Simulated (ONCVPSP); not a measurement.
Before and after: ONCV potential for Se

```
Element                 : Se
Generator               : ONCVPSP 4.0.1
Type                    : optimised norm-conserving Vanderbilt (ONCV)
Functional              : PBE
Relativity              : scalar-relativistic
Frozen core             : [Ne] 3s2
Valence charge          : 22
Reference configuration : 3p6 3d10 4s2 4p2.5 (charge +1.5)
Partial waves           : 4s: rc 1.40 bohr, ncon 5, nbas 10, qcut 4.1 1/bohr, 1 projector; 3p+4p: rc 0.90 bohr, ncon 4, nbas 8, qcut 16.4 1/bohr, 2 projectors; 3d: rc 0.90 bohr, ncon 3, nbas 8, qcut 14.8 1/bohr, local; f scattering state at 0.1 Ha: rc 1.30 bohr, ncon 3, nbas 7, qcut 8.5 1/bohr, 2 projectors, debl 2 Ha
Local potential         : the d channel
Core correction         : Teter function, fcfact 4.75, rcfact 1.6
```

All-electron outer shells of the reference configuration (PBE, scalar-relativistic, ld1.x):

```csv
shell,level (eV),outermost node (bohr),outermost maximum (bohr)
2p,-1430.16,–,0.13
3s,-229.94,0.24,0.50
3p,-169.41,0.21,0.50
3d,-69.52,–,0.45
4s,-32.12,0.70,1.49
4p,-20.31,0.74,1.73
```

Change: d: rc 0.86.

Cutoffs: the cutoffs (Ha) at which the residual kinetic energy of the hardest occupied pseudo-wave falls to 1 and 0.1 mHa per electron; they do not see the model core or the augmentation charge, which bear on the density cutoff. Errors are all-electron minus pseudo energies relative to the spin-unpolarised reference configuration.

Task: Predict the effect on cutoff, ghosts and configuration errors.

Result: The potential gets harder (100 Ha and 172 Ha → 105 Ha and 342 Ha); both files keep a bound ghost (s); of the 4 tests that both files solve, the error grows in 1 and shrinks in 1 by more than 15 % and 0.3 meV (median size 1.7 → 1.9 meV). A smaller radius makes the pseudo-wave follow the all-electron one further in, where it bends more sharply, so more plane waves are needed.

| quantity | base | changed |
| --- | --- | --- |
| cutoff, loose | 100 Ha | 105 Ha |
| cutoff, tight | 172 Ha | 342 Ha |
| loose cutoff by channel | s 20 Ha, p 75 Ha, d 100 Ha | s 20 Ha, p 75 Ha, d 105 Ha |
| bound ghosts | s | s |
| GHOST(+) flags under 300 eV | f at 249.5 eV | f at 258.1 eV |
| error for 3p6 3d10 4s2 4p4, meV [ΔE -19.76 eV] | +2.4 | +2.8 |
| error for 3p6 3d10 4s2 4p3, meV [ΔE -8.92 eV] | +0.9 | +1.1 |
| error for 3p6 3d10 4s2 4p2, meV [ΔE 11.43 eV] | -0.7 | -0.8 |
| error for 3p6 3d9 4s2 4p4, meV [ΔE 44.33 eV] | +58 | +41 |
| s: phases at 1.42 bohr within 0.05 rad from the reference energy up to (Ha; the scan ends near 5) | 0.8 | 0.7 |
| p: phases at 0.91 bohr within 0.05 rad from the reference energy up to (Ha; the scan ends near 5) | 4.5 | 4.8 |
| f: phases at 1.32 bohr within 0.05 rad from the reference energy up to (Ha; the scan ends near 5) | to the end of the scan | to the end of the scan |
| rms error of d²Exc/dni dnj with the model core, mHa | 1.54 | 1.56 |

 A true bound ghost makes a file unfit for plane-wave use even where its test errors are small: the radial tests pick states by their node count and pass the ghost by.
